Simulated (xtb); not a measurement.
Input for xtb: GFN2-xTB on C2H6OSi (SMILES CO[Si]C), a point of a torsion scan.

```
$ xtb mol.xyz --gfn 2 --opt vtight --chrg 0 --uhf 0 --input xcontrol
10

C      1.88175972    -0.28134674    -0.06322484
O      0.71654232     0.26840628    -0.62226890
Si     0.95429781     1.96326537    -0.58594890
C     -0.53010067     2.80694365     0.15507017
H      2.59219208     0.50913184     0.22919115
H      2.40804623    -0.95397206    -0.75021838
H      1.58972947    -0.78923086     0.88791323
H     -1.35487989     2.11724017     0.38294615
H     -0.91534663     3.54682187    -0.56775771
H     -0.20637077     3.37828564     1.04645642
$constrain
  force constant=1.0
  dihedral: 5,1,2,3,0.0
$end
```

Output:

```
[...]
           -------------------------------------------------
          |                Calculation Setup                |
           -------------------------------------------------



molecular fragmentation (1/2 indicates fragments):
1112112222
# atoms in fragment 1/2:     5     5
 fragment masses (1/2) :       58.11       16.04
CMA distance (Bohr)    :   4.542
constraining FC (au)   :  1.0000

           -------------------------------------------------
          |                 G F N 2 - x T B                 |
           -------------------------------------------------

        Reference                      10.1021/acs.jctc.8b01176
      * Hamiltonian:
        H0-scaling (s, p, d)           1.850000    2.230000    2.230000
        zeta-weighting                 0.500000
      * Dispersion:
        s8                             2.700000
        a1                             0.520000
        a2                             5.000000
        s9                             5.000000
      * Repulsion:
        kExp                           1.500000    1.000000
        rExp                           1.000000
      * Coulomb:
        alpha                          2.000000
        third order                    shell-resolved
        anisotropic                    true
        a3                             3.000000
        a5                             4.000000
        cn-shift                       1.200000
        cn-exp                         4.000000
        max-rad                        5.000000


          ...................................................
          :                      SETUP                      :
          :.................................................:
          :  # basis functions                  28          :
          :  # atomic orbitals                  27          :
          :  # shells                           15          :
          :  # electrons                        24          :
          :  max. iterations                   250          :
          :  Hamiltonian                  GFN2-xTB          :
          :  restarted?                      false          :
          :  GBSA solvation                  false          :
          :  PC potential                    false          :
          :  electronic temp.          300.0000000     K    :
          :  accuracy                    1.0000000          :
          :  -> integral cutoff          0.2500000E+02      :
          :  -> integral neglect         0.1000000E-07      :
          :  -> SCF convergence          0.1000000E-05 Eh   :
          :  -> wf. convergence          0.1000000E-03 e    :
          :  Broyden damping             0.4000000          :
          :  net charge                          0          :
          :  unpaired electrons                  0          :
          ...................................................

 iter      E             dE          RMSdq      gap      omega  full diag
   1    -13.1914399 -0.131914E+02  0.841E+00    2.20       0.0  T
   2    -13.2112404 -0.198005E-01  0.568E+00    2.39       1.0  T
   3    -13.2096970  0.154338E-02  0.226E+00    2.31       1.0  T
   4    -13.2152032 -0.550624E-02  0.881E-01    2.52       1.0  T
   5    -13.2153864 -0.183193E-03  0.342E-01    2.57       1.0  T
   6    -13.2154284 -0.419373E-04  0.121E-01    2.60       1.0  T
   7    -13.2154313 -0.289359E-05  0.722E-02    2.60       1.0  T
   8    -13.2154322 -0.958255E-06  0.217E-02    2.60       1.5  T
   9    -13.2154323 -0.423447E-07  0.778E-03    2.60       4.1  T
  10    -13.2154323 -0.102789E-07  0.233E-03    2.60      13.6  T
  11    -13.2154323 -0.494792E-09  0.565E-04    2.60      56.0  T
  12    -13.2154323 -0.163595E-09  0.137E-04    2.60     230.9  T

   *** convergence criteria satisfied after 12 iterations ***

         #    Occupation            Energy/Eh            Energy/eV
      -------------------------------------------------------------
         1        2.0000           -0.7241365             -19.7048
       ...           ...                  ...                  ...
         6        2.0000           -0.5172860             -14.0761
         7        2.0000           -0.4798076             -13.0562
         8        2.0000           -0.4661738             -12.6852
         9        2.0000           -0.4631454             -12.6028
        10        2.0000           -0.4249520             -11.5635
        11        2.0000           -0.4192127             -11.4074
        12        2.0000           -0.3291645              -8.9570 (HOMO)
        13                         -0.2336883              -6.3590 (LUMO)
        14                         -0.1439212              -3.9163
        15                         -0.1189328              -3.2363
        16                         -0.0570359              -1.5520
        17                          0.0115380               0.3140
       ...                                ...                  ...
        2
[...]
ions                     ...        0 min,  0.001 sec ( 24.924%)
 molecular gradient             ...        0 min,  0.002 sec ( 47.072%)
 printout                       ...        0 min,  0.000 sec (  2.495%)

         :::::::::::::::::::::::::::::::::::::::::::::::::::::
         ::                     SUMMARY                     ::
         :::::::::::::::::::::::::::::::::::::::::::::::::::::
         :: total energy             -13.116545327659 Eh    ::
         :: gradient norm              0.000027063350 Eh/a0 ::
         :: HOMO-LUMO gap              2.797449188340 eV    ::
         ::.................................................::
         :: SCC energy               -13.247753673452 Eh    ::
         :: -> isotropic ES            0.024496976732 Eh    ::
         :: -> anisotropic ES         -0.002679753823 Eh    ::
         :: -> anisotropic XC         -0.006141980431 Eh    ::
         :: -> dispersion             -0.004750431595 Eh    ::
         :: repulsion energy           0.131208345270 Eh    ::
         :: add. restraining           0.000000000523 Eh    ::
         :: total charge              -0.000000000000 e     ::
         :::::::::::::::::::::::::::::::::::::::::::::::::::::

           -------------------------------------------------
          |                Property Printout                |
           -------------------------------------------------

    * Orbital Energies and Occupations

         #    Occupation            Energy/Eh            Energy/eV
      -------------------------------------------------------------
         1        2.0000           -0.7202872             -19.6000
         2        2.0000           -0.6442929             -17.5321
         3        2.0000           -0.5865812             -15.9617
         4        2.0000           -0.5470071             -14.8848
         5        2.0000           -0.5261937             -14.3185
         6        2.0000           -0.5239428             -14.2572
         7        2.0000           -0.4746213             -12.9151
         8        2.0000           -0.4509023             -12.2697
         9        2.0000           -0.4429659             -12.0537
        10        2.0000           -0.4224935             -11.4966
        11        2.0000           -0.4199629             -11.4278
        12        2.0000           -0.3234083              -8.8004 (HOMO)
        13                         -0.2206039              -6.0029 (LUMO)
        14                         -0.1484860              -4.0405
        15                         -0.1023040              -2.7838
        16                         -0.0218809              -0.5954
        17                          0.0131093               0.3567
        18                          0.0458855               1.2486
        19                          0.1414918               3.8502
        20                          0.1652429               4.4965
        21                          0.2058751               5.6021
        22                          0.2103548               5.7240
        23                          0.2171258               5.9083
       ...                                ...                  ...
        27                          0.6964132              18.9504
      -------------------------------------------------------------
                  HL-Gap            0.1028044 Eh            2.7974 eV
             Fermi-level           -0.2720061 Eh           -7.4017 eV

     #   Z          covCN         q      C6AA      α(0)
     1   6 C        3.673     0.046    20.030     6.414
     2   8 O        1.621    -0.368    20.253     6.074
     3  14 Si       1.691     0.393   185.177    28.929
     4   6 C        3.647    -0.193    24.689     7.140
     5   1 H        0.924     0.015     2.817     2.625
     6   1 H        0.924     0.032     2.559     2.502
     7   1 H        0.924     0.032     2.559     2.502
     8   1 H        0.925     0.037     2.485     2.465
     9   1 H        0.925     0.002     3.030     2.722
    10   1 H        0.925     0.004     2.982     2.701

 Mol. C6AA /au·bohr⁶  :       1360.268874
 Mol. C8AA /au·bohr⁸  :      47005.175791
 Mol. α(0) /au        :         64.073481


Wiberg/Mayer (AO) data.
largest (>0.10) Wiberg bond orders for each atom

 ---------------------------------------------------------------------------
     #   Z sym  total        # sym  WBO       # sym  WBO       # sym  WBO
 ---------------------------------------------------------------------------
     1   6 C    3.963 --     2 O    1.015     5 H    0.988     6 H    0.978
                             7 H    0.978
     2   8 O    2.268 --     3 Si   1.196     1 C    1.015
     3  14 Si   2.212 --     2 O    1.196     4 C    0.967
     4   6 C    3.969 --     9 H    0.994    10 H    0.991     8 H    0.978
                             3 Si   0.967
     5   1 H    1.000 --     1 C    0.988
     6   1 H    0.999 --     1 C    0.978
     7   1 H    0.999 --     1 C    0.978
     8   1 H    0.999 --     4 C    0.978
     9   1 H    1.000 --     4 C    0.994
    10   1 H    1.000 --     4 C    0.991
 ---------------------------------------------------------------------------

Topologies differ in total number of bonds
Writing topology from bond orders to xtbtopo.mol

molecular dipole:
                 x           y           z       tot (Debye)
 q only:        0.805       0.244      -0.153
   full:        0.091      -0.288       0.009       0.768
molecular quadrupole (traceless):
                xx          xy          yy          xz          yz          zz
 q only:        1.244       5.129       1.049      -0.469      -0.956      -2.293
  q+dip:        0.959      -1.377      -2.475       0.272       0.390       1.516
   full:       -0.653      -3.694      -1.965       0.923       0.815       2.618

           -------------------------------------------------
          |                Geometry Summary                 |
           -------------------------------------------------

      molecular mass/u    :       74.1540199
   center of mass at/Å    :        0.9475844       1.5402434      -0.0527049
  moments of inertia/u·Å² :        0.2868741E+02   0.1494399E+03   0.1718711E+03
rotational constants/cm⁻¹ :        0.5876317E+00   0.1128054E+00   0.9808297E-01

 * 8 selected distances

     #   Z          #   Z                                           value/Å
     1   6 C        2   8 O                                       1.3846347
     2   8 O        3  14 Si                                      1.6486873 (max)
     1   6 C        5   1 H                                       1.0939837
     1   6 C        6   1 H                                       1.0936084
     1   6 C        7   1 H                                       1.0936237
     4   6 C        8   1 H                                       1.0900297
     4   6 C        9   1 H                                       1.0888965 (min)
     4   6 C       10   1 H                                       1.0891298

 * 3 distinct bonds (by element types)

   Z      Z             #   av. dist./Å        max./Å        min./Å
Note: The following floating-point exceptions are signalling: IEEE_UNDERFLOW_FLAG IEEE_DENORMAL
normal termination of xtb
   1 H    6 C           6     1.0915453     1.0939837     1.0888965
   6 C    8 O           1     1.3846347     1.3846347     1.3846347
   8 O   14 Si          1     1.6486873     1.6486873     1.6486873


optimized geometry written to: xtbopt.xyz


           -------------------------------------------------
          | TOTAL ENERGY              -13.116545327659 Eh   |
          | GRADIENT NORM               0.000027063350 Eh/α |
          | HOMO-LUMO GAP               2.797449188340 eV   |
           -------------------------------------------------

------------------------------------------------------------------------
------------------------------------------------------------------------
 total:
 SCF:
 ANC optimizer:
```

The run finished.

Warnings raised: the energy holds the restraint's term.

Cost: about 0.3 core-seconds (a rough figure).
